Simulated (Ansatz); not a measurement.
Reaction (redistribution): `B[CH2][Ga]([CH3])[F]` + `F[SiH2]Cl` → `[CH3][GaH][F]` + `BC[SiH](F)Cl`

Isolated molecules relaxed with PBE0-D4/def2-TZVP in Ansatz; ΔE leaves out vibrations. CCSD(T)/CBS adds triple-zeta CCSD(T) − MP2 to the extrapolated MP2 energy (def2 sets, frozen cores). This one scheme is used for every species. DFT in def2-TZVPP. B3LYP here is the variant with VWN-RPA as its local correlation; programs differ in this. For Ga outer-core shells are correlated without core-valence functions, which leaves a few kJ/mol of doubt a bond. Scalar relativity is left out up to krypton. Each species was taken in one conformer, which may not be the lowest.

`B[CH2][Ga]([CH3])[F]`:

Cartesian coordinates in Å:
```
B -1.734 0.619 -0.919
C -1.139 -0.763 -0.739
Ga 0.728 -0.309 -0.206
C 1.532 0.245 1.479
F 1.855 -0.559 -1.541
H -1.681 1.177 -1.979
H -2.184 1.215 0.021
H -0.990 -1.377 -1.628
H -1.488 -1.339 0.123
H 2.405 -0.373 1.697
H 1.871 1.280 1.387
H 0.825 0.183 2.306
```

`F[SiH2]Cl`:

Cartesian coordinates in Å:
```
F -0.303 0.208 -1.550
Si -0.036 0.114 0.014
Cl 0.653 -1.750 0.453
H -1.316 0.326 0.716
H 1.002 1.101 0.367
```

`[CH3][GaH][F]`:

Z-matrix (Å, degrees):
```
C
Ga 1 1.950
H 1 1.091 2 110.1
H 1 1.093 2 109.4 3 -118.5
H 1 1.091 2 111.7 3 122.0
F 2 1.767 1 114.1 3 28.2
H 2 1.559 1 133.5 3 -152.5
```

`BC[SiH](F)Cl`:

```xyz
10

B     0.980   -1.108   -0.543
C     0.066   -0.560    0.573
Si   -0.779    1.001    0.031
F    -1.581    1.602    1.268
Cl    0.586    2.402   -0.555
H     2.153   -0.884   -0.539
H     0.513   -1.731   -1.453
H     0.588   -0.302    1.500
H    -0.784   -1.221    0.789
H    -1.740    0.801   -1.071
```

Q: Is it downhill or uphill in electronic energy at CCSD(T)/CBS, and by how much? (Best estimate.)

A: Ansatz gave: Uphill: ΔE = +1.7 kcal/mol.

Q: What do these levels give: PBE-D4, r2SCAN-D4, PBE0-D4, B3LYP-D4, SCS-MP2/def2-TZVPP, CCSD/CBS(def2)? (Best estimate.)

A: The calculation gave: PBE-D4 0.8, r2SCAN-D4 0.2, PBE0-D4 0.2, B3LYP-D4 0.6, SCS-MP2/def2-TZVPP 1.9, CCSD/CBS(def2) 1.3 kcal/mol.

Largest T1 diagnostic among the species: 0.013.

In def2-TZVPP, CCSD(T) changes the Hartree–Fock value by +2.3 kcal/mol (the triples alone add +0.4 kcal/mol) and MP2 by +2.7 kcal/mol.
